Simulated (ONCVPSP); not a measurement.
u(r) = r·R(r): atom against pseudo-atom (lanthanum (La))

Columns: radius, all-electron u(r) and pseudo u(r) of the 5p shell (level -22.38 eV) of lanthanum in the configuration [Kr] 4d10 5s2 5p6 5d1 6s2; Wu-Cohen, scalar-relativistic, ONCV scheme, ONCVPSP 4.0.1.

```
r (bohr)  all-electron  pseudo
   0.138        0.1461  0.0108
   0.275        0.1730  0.0435
   0.413       -0.2861  0.1002
   0.550       -0.4518  0.1796
   0.688       -0.2995  0.2789
   0.825       -0.0072  0.3900
   0.963        0.2953  0.5066
   1.100        0.5408  0.6190
   1.238        0.7146  0.7198
   1.375        0.8175  0.7977
   1.513        0.8630  0.8447
   1.650        0.8645  0.8555
   1.788        0.8349  0.8326
   1.925        0.7856  0.7854
   2.062        0.7247  0.7247
   2.200        0.6580  0.6579
   2.338        0.5901  0.5901
   2.475        0.5247  0.5246
   2.613        0.4625  0.4625
   2.750        0.4055  0.4055
   2.888        0.3535  0.3535
   3.025        0.3072  0.3072
   3.162        0.2661  0.2661
   3.300        0.2297  0.2297
   3.438        0.1978  0.1978
   3.575        0.1702  0.1701
```

Q: How many radial nodes do the two functions have?

A: The all-electron 5p function has n − l − 1 = 3 (the table is too coarse to show those close to the nucleus); the pseudo-wave has 0, since the states of the same l below it are removed with the core.

Q: At about which radius was the pseudo-wave matched?

A: 2.05 bohr, where the columns begin to agree (steps of 0.14 bohr).

Q: Is the pseudo-wave norm-conserving?

A: Yes: the ONCV scheme keeps the norm inside the radius equal to the all-electron one, which fixes the energy derivative of the logarithmic derivative at the level.
